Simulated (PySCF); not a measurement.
Compound: 2-chloro-5-fluoroanisole, C7H6ClFO.
Z-matrix (Å and degrees, GFN2-xTB geometry), rows numbered from 1:
```
C 
O   1  1.4085
C   2  1.3503  1  118.62
C   3  1.3903  2  125.05  1    -0.13
C   4  1.3846  3  119.27  2   179.97
F   5  1.3485  4  117.95  3   179.99
C   5  1.3797  4  122.70  3     0.01
C   7  1.3857  5  118.15  4     0.02
C   8  1.3808  7  120.24  5    -0.03
Cl  9  1.7239  3  118.45  2     0.00
H   1  1.0940  2  111.42  3    61.35
H   1  1.0884  2  105.58  3   179.98
H   1  1.0941  2  111.40  3   -61.38
H   4  1.0774  3  122.01  2    -0.05
H   7  1.0769  5  120.34  4  -179.99
H   8  1.0777  7  120.46  5   179.99
```

NICS = −σ at a ghost point: NICS(0) at the centroid of the ring atoms, NICS(1) 1 Å to either side along the normal of their mean plane, zz for the tensor component along that normal. Level: GIAO PBE0/pcSseg-1 (PySCF, non-relativistic, gas phase) on the GFN2-xTB geometry, one conformer.

Ring bond lengths (Å), with Mayer bond orders in brackets: C3–C4 1.390 (1.35), C4–C5 1.385 (1.42), C5–C7 1.380 (1.46), C7–C8 1.386 (1.39), C8–C9 1.381 (1.44), C9–C3 1.404 (1.23).

**Question.** Give the NICS values of each ring in ppm.

**Answer.** 
```json
{"ring": "C3–C4–C5–C7–C8–C9", "type": "6-membered carbocycle; formal bonds all aromatic", "NICS(0)": "-11.2", "NICS(1), two faces": "-10.9 / -10.9", "NICS(1)zz, two faces": "-24.8 / -24.8", "rms pucker (Å)": "0.00", "centre to ring atoms, mean (Å)": "1.39"}
```

**Question.** What can be read from them?

**Answer.** 
- C3–C4–C5–C7–C8–C9: mean NICS(1)zz -24.8 ppm, shielded. For a flat ring without four-coordinate atoms the NICS criterion counts such a value as aromatic.

**Question.** And the bond-length index? HOMA = 1 − mean of α(R − Ropt)² over the ring bonds, with Krygowski's 1993 parameters (CC: Ropt 1.388 Å, α 257.7 Å⁻²).

**Answer.** 
- C3–C4–C5–C7–C8–C9: HOMA 0.98 = 1 − EN − GEO, with mean bond length 1.388 Å, EN = α(Ropt − mean)² = 0.000 and GEO = α × variance = 0.018. The geometric and the magnetic index point the same way.

**Question.** Give the inner angles of the rings and the Hirshfeld charges of the ring atoms.

**Answer.** 
- C3–C4–C5–C7–C8–C9: C3 118.2° (+0.071 e), C4 119.3° (-0.093 e), C5 122.7° (+0.087 e), C7 118.1° (-0.077 e), C8 120.2° (-0.052 e), C9 121.4° (-0.012 e); sum 720.0° against 720° for a flat convex ring.
